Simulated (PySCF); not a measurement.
(3E)-2-fluoropenta-1,3-diene (C5H7F), SMILES C=C(F)/C=C/C. The structure is a stationary point at r2SCAN-D4/def2-SVP. One conformer was computed; it need not be the lowest.

**Question.** Give the equilibrium geometry at r2SCAN-D4/def2-SVP (PySCF confirms it by a frequency run) as Cartesian coordinates in Å, and its point group. (The exact figures need the calculation; the answer reports its results.)

**Answer.** This is not unique; one that fits is point group Cs.
```xyz
13

C     -0.8344    -2.2302     0.0000
C     -0.0731    -1.1242     0.0000
F      1.2691    -1.2539     0.0000
C     -0.5375     0.2501     0.0000
C      0.2807     1.3211     0.0000
C     -0.1727     2.7402     0.0000
H     -1.9212    -2.1400     0.0000
H     -0.3767    -3.2208     0.0000
H     -1.6259     0.3814     0.0000
H      1.3626     1.1394     0.0000
H      0.2156     3.2799    -0.8815
H     -1.2699     2.8235     0.0000
H      0.2156     3.2799     0.8815
```
